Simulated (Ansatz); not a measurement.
Steps of a relaxation of ClFH₆N₂SSi₂, SMILES `N[Si@@H](F)S[Si@@H](N)Cl` with RKS PBE0-D4/def2-TZVP.

```sh
$ ansatz run in.yaml --threads 2 --pin off --events-out ev --progress --plain --max-ram 32768MiB --backend cuda --devices 0, --max-vram 18GiB
```

```yaml
crystal:
  periodic: [false, false, false]
  atoms:
    - {symbol: N, position_ang: [-0.340050, 1.593470, -0.692770]}
    - {symbol: Si, position_ang: [-0.125750, 1.613120, 0.999150]}
    - {symbol: F, position_ang: [-1.324730, 2.520940, 1.555420]}
    - {symbol: S, position_ang: [-0.411100, -0.364320, 1.783690]}
    - {symbol: Si, position_ang: [0.513060, -1.660010, 0.351730]}
    - {symbol: N, position_ang: [-0.435590, -1.584900, -1.079610]}
    - {symbol: Cl, position_ang: [2.355840, -1.074500, -0.234580]}
    - {symbol: H, position_ang: [-0.427730, 2.463060, -1.191910]}
    - {symbol: H, position_ang: [0.108070, 0.888020, -1.254320]}
    - {symbol: H, position_ang: [1.069400, 2.184540, 1.589510]}
    - {symbol: H, position_ang: [0.626310, -2.922650, 1.061340]}
    - {symbol: H, position_ang: [-1.438170, -1.549080, -0.988360]}
    - {symbol: H, position_ang: [-0.169530, -2.107700, -1.899290]}
basis:
  gaussian: {orbitals: def2-TZVP}
hamiltonian: {xc: pbe0, dispersion: d4}
relax: {f_tol: 0.005, max_steps: 150}
```

Positions (Å) and forces (eV/Å) along the path, 10 of 22 steps:

```xyz
13
step=1 energy=-44898.4208 eV
N    -0.340    1.593   -0.693    0.292    0.130    0.332
Si   -0.126    1.613    0.999   -1.028   -0.310   -0.576
F    -1.325    2.521    1.555    0.237   -0.138    0.071
S    -0.411   -0.364    1.784    0.218   -0.127   -0.046
Si    0.513   -1.660    0.352   -1.147    0.816   -0.147
N    -0.436   -1.585   -1.080    0.182   -0.216    0.186
Cl    2.356   -1.075   -0.235    0.687    0.105   -0.094
H    -0.428    2.463   -1.192    0.016    0.114   -0.006
H     0.108    0.888   -1.254   -0.095   -0.173   -0.035
H     1.069    2.185    1.590    0.479    0.214    0.116
H     0.626   -2.923    1.061    0.117   -0.469    0.149
H    -1.438   -1.549   -0.988   -0.053    0.079    0.070
H    -0.170   -2.108   -1.899    0.093   -0.026   -0.020
13
step=5 energy=-44898.5583 eV
N    -0.435    1.562   -0.691    0.190   -0.012   -0.131
Si   -0.141    1.586    0.977   -0.100    0.037   -0.158
F    -1.211    2.546    1.673    0.050   -0.047    0.087
S    -0.472   -0.362    1.806   -0.035    0.011    0.093
Si    0.481   -1.594    0.384    0.117   -0.044    0.005
N    -0.378   -1.503   -1.094   -0.045   -0.026   -0.119
Cl    2.408   -1.017   -0.051   -0.059   -0.033   -0.006
H    -0.255    2.394   -1.238   -0.016   -0.217    0.030
H    -0.347    0.696   -1.220   -0.048    0.292    0.200
H     1.171    2.115    1.420   -0.078   -0.024   -0.049
H     0.589   -2.934    1.011   -0.021    0.079   -0.028
H    -1.388   -1.521   -1.059    0.081   -0.043   -0.008
H    -0.021   -1.968   -1.917   -0.035    0.027    0.083
13
step=10 energy=-44898.6006 eV
N    -0.214    1.553   -0.674    0.160    0.351    0.197
Si   -0.183    1.624    1.011   -0.184    0.036   -0.074
F    -1.435    2.377    1.668    0.083   -0.051   -0.072
S    -0.345   -0.343    1.860    0.077    0.106   -0.067
Si    0.490   -1.550    0.340    0.056   -0.128   -0.023
N    -0.482   -1.487   -1.076   -0.111   -0.042   -0.009
Cl    2.378   -1.037   -0.282   -0.017    0.038    0.022
H     0.264    2.237   -1.245   -0.114   -0.191    0.107
H    -0.509    0.726   -1.166   -0.015   -0.112   -0.114
H     0.989    2.385    1.487    0.018   -0.064   -0.002
H     0.626   -2.884    0.971   -0.016    0.025   -0.006
H    -1.463   -1.709   -0.968    0.057    0.018   -0.013
H    -0.115   -1.893   -1.925    0.006    0.015    0.053
13
step=12 energy=-44898.6058 eV
N    -0.216    1.573   -0.676   -0.056   -0.069    0.090
Si   -0.190    1.624    1.006   -0.014    0.019   -0.020
F    -1.433    2.389    1.660    0.028   -0.028   -0.022
S    -0.354   -0.343    1.843    0.016    0.007    0.006
Si    0.494   -1.563    0.339   -0.013    0.030   -0.017
N    -0.485   -1.502   -1.072    0.024    0.012    0.042
Cl    2.372   -1.011   -0.277    0.006   -0.007    0.005
H     0.253    2.257   -1.240    0.044    0.044   -0.045
H    -0.493    0.741   -1.179    0.015    0.024    0.007
H     1.000    2.349    1.498   -0.016   -0.011    0.000
H     0.641   -2.892    0.974    0.000    0.015    0.000
H    -1.466   -1.704   -0.960   -0.059   -0.011    0.005
H    -0.125   -1.919   -1.916    0.025   -0.026   -0.051
13
step=13 energy=-44898.6068 eV
N    -0.211    1.577   -0.675    0.010    0.011    0.017
Si   -0.196    1.625    1.007   -0.017   -0.007    0.006
F    -1.453    2.372    1.650    0.000   -0.006   -0.012
S    -0.338   -0.341    1.851    0.011   -0.004   -0.024
Si    0.493   -1.558    0.336    0.012    0.016   -0.002
N    -0.496   -1.507   -1.067   -0.018    0.000   -0.014
Cl    2.366   -1.006   -0.302   -0.010   -0.006    0.010
H     0.300    2.244   -1.227    0.001   -0.005   -0.003
H    -0.479    0.746   -1.184   -0.008   -0.006    0.003
H     0.981    2.362    1.505    0.010    0.008    0.001
H     0.651   -2.883    0.973    0.002   -0.004    0.004
H    -1.479   -1.708   -0.952    0.005    0.003    0.007
H    -0.139   -1.924   -1.915    0.002    0.000    0.005
13
step=16 energy=-44898.6075 eV
N    -0.184    1.575   -0.674    0.012    0.016    0.000
Si   -0.205    1.623    1.007    0.000    0.009    0.004
F    -1.493    2.339    1.623   -0.001    0.002   -0.004
S    -0.313   -0.342    1.855    0.005   -0.003    0.000
Si    0.501   -1.554    0.328   -0.004   -0.020    0.001
N    -0.510   -1.503   -1.059   -0.003    0.004   -0.005
Cl    2.366   -1.008   -0.329    0.010    0.005   -0.005
H     0.352    2.232   -1.215   -0.006   -0.008    0.003
H    -0.460    0.751   -1.190   -0.003   -0.004    0.003
H     0.946    2.391    1.522   -0.007   -0.004   -0.005
H     0.669   -2.881    0.962   -0.004    0.002    0.002
H    -1.494   -1.685   -0.923    0.003   -0.001    0.000
H    -0.177   -1.938   -1.907   -0.001    0.002    0.006
13
step=17 energy=-44898.6076 eV
N    -0.174    1.575   -0.675   -0.008   -0.015    0.016
Si   -0.207    1.624    1.006   -0.004    0.012   -0.001
F    -1.509    2.325    1.613    0.010   -0.003   -0.007
S    -0.296   -0.341    1.858    0.000    0.001    0.006
Si    0.504   -1.556    0.326   -0.008   -0.014   -0.001
N    -0.514   -1.499   -1.056   -0.007   -0.003   -0.008
Cl    2.368   -1.016   -0.341    0.007   -0.001   -0.003
H     0.366    2.231   -1.212    0.007    0.009   -0.010
H    -0.450    0.752   -1.192    0.003    0.009    0.008
H     0.932    2.405    1.529   -0.010   -0.004   -0.006
H     0.667   -2.884    0.960    0.005    0.004   -0.002
H    -1.498   -1.679   -0.911    0.007    0.001   -0.005
H    -0.188   -1.936   -1.906   -0.003    0.004    0.011
13
step=18 energy=-44898.6077 eV
N    -0.168    1.575   -0.674   -0.004   -0.009    0.014
Si   -0.209    1.625    1.007   -0.008    0.011   -0.006
F    -1.518    2.318    1.607    0.016   -0.008   -0.007
S    -0.288   -0.340    1.860    0.000    0.002    0.004
Si    0.505   -1.557    0.325    0.003   -0.012   -0.005
N    -0.517   -1.497   -1.054   -0.008   -0.003   -0.001
Cl    2.369   -1.024   -0.349    0.002    0.004   -0.002
H     0.374    2.231   -1.209    0.002    0.005   -0.006
H    -0.444    0.752   -1.192    0.002    0.006    0.004
H     0.922    2.414    1.531   -0.008   -0.006   -0.002
H     0.669   -2.885    0.958   -0.002    0.004    0.002
H    -1.500   -1.676   -0.907    0.006    0.003   -0.006
H    -0.194   -1.935   -1.905   -0.001    0.003    0.010
13
step=21 energy=-44898.6077 eV
N    -0.164    1.574   -0.674    0.003    0.001    0.001
Si   -0.210    1.624    1.006   -0.003    0.000    0.001
F    -1.523    2.312    1.603    0.000    0.000    0.000
S    -0.282   -0.340    1.862    0.001    0.000   -0.002
Si    0.506   -1.558    0.325    0.000    0.002    0.000
N    -0.519   -1.496   -1.052    0.000    0.001    0.006
Cl    2.370   -1.027   -0.353   -0.001   -0.001    0.000
H     0.375    2.233   -1.209   -0.002   -0.001    0.000
H    -0.438    0.752   -1.192   -0.001   -0.001   -0.002
H     0.917    2.418    1.534    0.002    0.001    0.001
H     0.669   -2.885    0.959    0.000   -0.001   -0.001
H    -1.502   -1.671   -0.905   -0.002    0.000   -0.001
H    -0.198   -1.936   -1.903    0.002   -0.001   -0.003
13
step=22 energy=-44898.6077 eV
N    -0.163    1.574   -0.674    0.003    0.001   -0.002
Si   -0.210    1.625    1.006    0.002   -0.003   -0.002
F    -1.524    2.312    1.602   -0.004    0.002    0.003
S    -0.280   -0.340    1.862   -0.001   -0.002    0.002
Si    0.506   -1.558    0.325    0.000    0.003   -0.002
N    -0.519   -1.496   -1.052    0.001    0.000    0.002
Cl    2.369   -1.028   -0.354    0.001   -0.001    0.000
H     0.375    2.233   -1.209   -0.001   -0.001    0.000
H    -0.438    0.752   -1.192    0.000    0.000   -0.001
H     0.916    2.419    1.535    0.002    0.002    0.001
H     0.669   -2.886    0.958    0.000    0.000    0.001
H    -1.503   -1.670   -0.904   -0.001    0.000    0.000
H    -0.198   -1.936   -1.902    0.000   -0.001   -0.002
```

It took 51 s on 2 threads of an AMD EPYC 7R13 on a shared host and a share of an NVIDIA H100 80 GB, with 0.93 GiB of host memory at the peak.
